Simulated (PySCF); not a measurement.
Record of a relaxation.

Compound: CH8N2Si2.
Bonds: C1–N2 (double), N2–Si3, Si3–N4, N4–Si5. Hydrogens: H6, H7 on C1; H8, H9 on Si3; H10 on N4; H11, H12, H13 on Si5.

Method: PBE0-D3(BJ)/def2-SVP geometry optimisation, gas phase in PySCF; density fitting, grid level 1; the optimiser is geomeTRIC in internal coordinates, started from a GFN2-xTB structure with every atom displaced at random (about 0.01 Å). 11 of its 21 geometries are shown. The frame can shift and turn from step to step; on so coarse a grid that alone can change the energy by a few meV, and forces under 0.02 eV/Å are noise.

Step 0: E = -19883.6811 eV, largest atomic force 2.792 eV/Å
```
atom  x, y, z in Å  |  force x, y, z in eV/Å
C1      2.934   -0.610    0.181   -1.968   1.978   0.087
N2      1.705   -0.704    0.470    0.898  -0.272   0.003
Si3     0.401    0.434    0.643    1.078  -0.217   0.581
N4     -0.828   -0.329   -0.220   -1.860   0.228  -0.671
Si5    -2.489    0.214   -0.410    1.064   0.089   0.377
H6      3.542   -1.466    0.151    1.286  -1.724  -0.071
H7      3.423    0.356   -0.073    0.142  -0.059   0.029
H8      0.615    1.784    0.088    0.066   0.481  -0.055
H9      0.199    0.500    2.119   -0.072   0.184   0.108
H10    -0.705   -1.311   -0.395    0.263  -0.577   0.039
H11    -3.124   -0.701   -1.341   -0.467  -0.432  -0.526
H12    -3.211    0.215    0.881   -0.303   0.011   0.242
H13    -2.454    1.599   -0.920   -0.127   0.309  -0.142
```

Step 2: E = -19883.8674 eV, largest atomic force 0.601 eV/Å
```
atom  x, y, z in Å  |  force x, y, z in eV/Å
C1      2.952   -0.563    0.180    0.097   0.580  -0.124
N2      1.756   -0.781    0.508    0.134  -0.475   0.032
Si3     0.431    0.341    0.697    0.023   0.058  -0.038
N4     -0.893   -0.386   -0.155    0.003  -0.033   0.056
Si5    -2.493    0.228   -0.456   -0.033   0.000  -0.047
H6      3.734   -1.346    0.083   -0.351  -0.170   0.117
H7      3.333    0.455   -0.051    0.098   0.046  -0.026
H8      0.683    1.712    0.138    0.000  -0.011  -0.002
H9      0.209    0.483    2.169    0.012  -0.031   0.002
H10    -0.786   -1.394   -0.253   -0.003   0.015   0.037
H11    -3.170   -0.687   -1.423    0.006   0.009  -0.008
H12    -3.350    0.317    0.771    0.002  -0.001  -0.005
H13    -2.400    1.603   -1.033    0.011   0.012   0.008
```

Step 4: E = -19883.8921 eV, largest atomic force 0.085 eV/Å
```
atom  x, y, z in Å  |  force x, y, z in eV/Å
C1      2.943   -0.532    0.149   -0.025   0.053   0.017
N2      1.762   -0.791    0.505    0.013  -0.050   0.000
Si3     0.435    0.328    0.724   -0.020   0.069  -0.045
N4     -0.901   -0.395   -0.111   -0.032  -0.032   0.052
Si5    -2.486    0.229   -0.467    0.045   0.042  -0.042
H6      3.686   -1.344    0.054    0.054  -0.021  -0.021
H7      3.326    0.485   -0.087   -0.013  -0.019  -0.004
H8      0.679    1.698    0.162   -0.006   0.008   0.010
H9      0.240    0.458    2.202    0.006  -0.018   0.001
H10    -0.802   -1.405   -0.188   -0.013  -0.022   0.027
H11    -3.143   -0.689   -1.444   -0.001   0.001  -0.005
H12    -3.379    0.346    0.732   -0.005  -0.013  -0.001
H13    -2.354    1.596   -1.056   -0.004   0.001   0.010
```

Step 6: E = -19883.9043 eV, largest atomic force 0.172 eV/Å
```
atom  x, y, z in Å  |  force x, y, z in eV/Å
C1      2.910   -0.487    0.082   -0.025  -0.113   0.095
N2      1.777   -0.841    0.513   -0.033   0.168  -0.022
Si3     0.433    0.261    0.787    0.039  -0.063  -0.051
N4     -0.935   -0.459    0.004    0.026  -0.024   0.028
Si5    -2.445    0.251   -0.493    0.020   0.001  -0.025
H6      3.713   -1.236   -0.055    0.006   0.016  -0.034
H7      3.191    0.556   -0.175    0.009   0.023  -0.033
H8      0.647    1.629    0.210   -0.013   0.006   0.013
H9      0.293    0.387    2.271    0.010  -0.021  -0.001
H10    -0.895   -1.476   -0.001   -0.046   0.016   0.022
H11    -3.094   -0.657   -1.487    0.005   0.008   0.000
H12    -3.414    0.469    0.629   -0.006  -0.013   0.000
H13    -2.174    1.584   -1.112    0.007  -0.004   0.007
```

Step 8: E = -19883.9194 eV, largest atomic force 0.250 eV/Å
```
atom  x, y, z in Å  |  force x, y, z in eV/Å
C1      2.819   -0.416   -0.059    0.037  -0.145  -0.021
N2      1.788   -0.861    0.521    0.004   0.248  -0.027
Si3     0.424    0.183    0.925    0.063  -0.119  -0.001
N4     -1.003   -0.526    0.249    0.024   0.026  -0.008
Si5    -2.337    0.259   -0.548   -0.029  -0.006  -0.018
H6      3.667   -1.087   -0.305   -0.057   0.011   0.032
H7      2.964    0.641   -0.372   -0.002   0.012   0.013
H8      0.553    1.562    0.352   -0.012   0.002   0.005
H9      0.408    0.268    2.417   -0.005  -0.028  -0.003
H10    -1.090   -1.530    0.392   -0.030   0.009   0.035
H11    -2.905   -0.662   -1.578    0.005   0.003  -0.010
H12    -3.455    0.646    0.371    0.008  -0.012   0.004
H13    -1.825    1.506   -1.191   -0.005   0.000  -0.002
```

Step 10: E = -19883.9381 eV, largest atomic force 0.085 eV/Å
```
atom  x, y, z in Å  |  force x, y, z in eV/Å
C1      2.670   -0.365   -0.277    0.064   0.046  -0.029
N2      1.741   -0.793    0.459   -0.026  -0.050  -0.044
Si3     0.426    0.172    1.104   -0.011   0.064   0.055
N4     -1.105   -0.441    0.583   -0.069  -0.027  -0.021
Si5    -2.173    0.211   -0.629   -0.030  -0.044  -0.006
H6      3.457   -1.048   -0.652   -0.004  -0.007   0.004
H7      2.782    0.694   -0.604   -0.013  -0.017   0.007
H8      0.475    1.598    0.643    0.055   0.004  -0.001
H9      0.576    0.083    2.584   -0.040  -0.003   0.006
H10    -1.387   -1.343    0.962    0.051   0.011   0.041
H11    -2.539   -0.848   -1.622    0.004   0.019  -0.025
H12    -3.456    0.736   -0.063    0.014   0.002   0.019
H13    -1.461    1.328   -1.314    0.004   0.003  -0.005
```

Step 12: E = -19883.9418 eV, largest atomic force 0.049 eV/Å
```
atom  x, y, z in Å  |  force x, y, z in eV/Å
C1      2.658   -0.368   -0.304   -0.021   0.026   0.022
N2      1.723   -0.789    0.430    0.004  -0.046  -0.016
Si3     0.433    0.187    1.112    0.005   0.021  -0.005
N4     -1.115   -0.406    0.614   -0.022  -0.016  -0.020
Si5    -2.172    0.193   -0.634    0.009   0.002   0.010
H6      3.423   -1.064   -0.699    0.012  -0.003  -0.008
H7      2.791    0.694   -0.608    0.001   0.000  -0.005
H8      0.523    1.618    0.672    0.004  -0.001   0.000
H9      0.580    0.063    2.590   -0.002   0.007   0.002
H10    -1.400   -1.285    1.040    0.009   0.004   0.022
H11    -2.510   -0.881   -1.620    0.003   0.005  -0.004
H12    -3.465    0.715   -0.088   -0.005  -0.005   0.000
H13    -1.462    1.306   -1.330    0.002   0.005   0.002
```

Step 14: E = -19883.9439 eV, largest atomic force 0.040 eV/Å
```
atom  x, y, z in Å  |  force x, y, z in eV/Å
C1      2.578   -0.361   -0.380   -0.011  -0.005   0.001
N2      1.678   -0.805    0.385   -0.006   0.002   0.005
Si3     0.445    0.191    1.147    0.001  -0.018  -0.008
N4     -1.149   -0.336    0.719    0.038  -0.012   0.008
Si5    -2.117    0.158   -0.641   -0.006   0.013  -0.002
H6      3.322   -1.044   -0.834    0.001   0.004  -0.001
H7      2.699    0.711   -0.655    0.003   0.005  -0.004
H8      0.588    1.625    0.731    0.001   0.004   0.000
H9      0.629    0.022    2.616    0.005   0.013   0.002
H10    -1.485   -1.139    1.244   -0.025   0.004  -0.008
H11    -2.365   -0.963   -1.602    0.005  -0.003   0.003
H12    -3.453    0.682   -0.217   -0.002  -0.010   0.002
H13    -1.365    1.243   -1.339   -0.003   0.002   0.003
```

Step 16: E = -19883.9447 eV, largest atomic force 0.026 eV/Å
```
atom  x, y, z in Å  |  force x, y, z in eV/Å
C1      2.548   -0.365   -0.410    0.017  -0.011  -0.017
N2      1.670   -0.809    0.378    0.006   0.020   0.012
Si3     0.456    0.203    1.154   -0.006  -0.009  -0.002
N4     -1.147   -0.315    0.753    0.003   0.016   0.003
Si5    -2.103    0.141   -0.630   -0.001  -0.005   0.000
H6      3.287   -1.044   -0.878   -0.008   0.001   0.004
H7      2.655    0.707   -0.696   -0.003  -0.003   0.003
H8      0.612    1.630    0.718   -0.007  -0.003  -0.003
H9      0.660    0.053    2.622    0.000  -0.005  -0.002
H10    -1.499   -1.095    1.302   -0.001   0.001  -0.001
H11    -2.283   -0.984   -1.601    0.002   0.002  -0.005
H12    -3.469    0.604   -0.230    0.002  -0.004   0.005
H13    -1.380    1.258   -1.308   -0.005   0.000   0.002
```

Step 18: E = -19883.9453 eV, largest atomic force 0.053 eV/Å
```
atom  x, y, z in Å  |  force x, y, z in eV/Å
C1      2.549   -0.377   -0.433    0.009   0.004  -0.009
N2      1.685   -0.793    0.386    0.011   0.000   0.007
Si3     0.472    0.233    1.141    0.011   0.009   0.001
N4     -1.129   -0.308    0.766   -0.048   0.020  -0.005
Si5    -2.117    0.123   -0.603    0.006  -0.011   0.004
H6      3.282   -1.072   -0.886   -0.003  -0.002   0.003
H7      2.646    0.683   -0.763   -0.001  -0.004   0.004
H8      0.608    1.648    0.662   -0.009  -0.004  -0.006
H9      0.691    0.133    2.611    0.000  -0.012  -0.001
H10    -1.469   -1.086    1.327    0.023  -0.006   0.006
H11    -2.208   -0.969   -1.624    0.000   0.003  -0.004
H12    -3.513    0.450   -0.176    0.001   0.001   0.001
H13    -1.490    1.320   -1.234    0.000   0.001  -0.001
```

Step 20: E = -19883.9458 eV, largest atomic force under 0.02 eV/Å
```
atom  x, y, z in Å  |  force x, y, z in eV/Å
C1      2.580   -0.382   -0.424   -0.003   0.004   0.006
N2      1.709   -0.780    0.397   -0.003  -0.003  -0.005
Si3     0.476    0.248    1.116    0.006  -0.002  -0.001
N4     -1.115   -0.328    0.746   -0.008   0.008   0.010
Si5    -2.149    0.121   -0.581    0.002   0.000  -0.003
H6      3.322   -1.086   -0.848    0.003   0.000  -0.001
H7      2.677    0.668   -0.781    0.001   0.001  -0.001
H8      0.582    1.653    0.602   -0.001   0.000  -0.002
H9      0.695    0.183    2.588    0.001   0.001   0.001
H10    -1.418   -1.131    1.292    0.003  -0.006  -0.005
H11    -2.224   -0.927   -1.649   -0.001  -0.002   0.002
H12    -3.545    0.376   -0.109    0.000  -0.002  -0.001
H13    -1.584    1.368   -1.175    0.000   0.001   0.001
```

**Question.** Summarise the path.

**Answer.** The energy falls by 25.54 kJ/mol from step 0 to step 20; nine tenths of that is first reached at step 8. It falls at every step. The largest force goes from 2.792 to under 0.02 eV/Å. Among the bonds C1–H6 changes most, from 1.050 to 1.107 Å; the atoms move by 0.935 Å rms after alignment.

**Question.** Follow the three bonds and two angles with the largest change from start to end.

**Answer.** 
```tsv
step	E above end (kJ/mol)	largest force (eV/Å)	C1–H6 (Å)	Si3–N4 (Å)	Si5–H11 (Å)	C1–N2–Si3 (°)	N2–Si3–N4 (°)
0	25.54	2.792	1.050	1.684	1.451	134.6	101.5
1	7.65	0.780	1.123	1.736	1.497	130.9	105.8
2	7.56	0.601	1.111	1.734	1.494	129.6	104.9
3	5.60	0.174	1.105	1.733	1.493	128.7	104.5
4	5.18	0.085	1.105	1.733	1.493	127.9	104.9
5	4.54	0.106	1.106	1.734	1.494	126.2	105.4
6	4.00	0.172	1.107	1.733	1.494	124.3	105.8
7	3.43	0.238	1.108	1.733	1.494	122.7	106.6
8	2.54	0.250	1.109	1.732	1.494	121.9	107.8
9	1.58	0.130	1.109	1.731	1.495	123.2	109.0
10	0.74	0.085	1.107	1.729	1.496	125.5	111.0
11	0.54	0.073	1.107	1.730	1.496	125.9	110.6
12	0.39	0.049	1.107	1.731	1.496	125.8	110.8
13	0.25	0.031	1.107	1.731	1.497	125.1	111.1
14	0.18	0.040	1.107	1.732	1.497	124.3	111.5
15	0.15	0.036	1.107	1.732	1.497	123.8	111.4
16	0.11	0.026	1.107	1.732	1.497	123.6	111.4
17	0.08	0.043	1.107	1.731	1.497	123.6	111.2
18	0.05	0.053	1.107	1.731	1.497	123.9	111.3
19	0.01	0.032	1.107	1.731	1.497	124.3	111.2
20	0.00	under 0.02	1.107	1.731	1.498	124.5	111.3
```

What follows is the cost of the whole optimisation. On one thread of an Arm Neoverse V2, no GPU, shared host, this took 1.7 min and 0.51 GiB of memory at its peak.
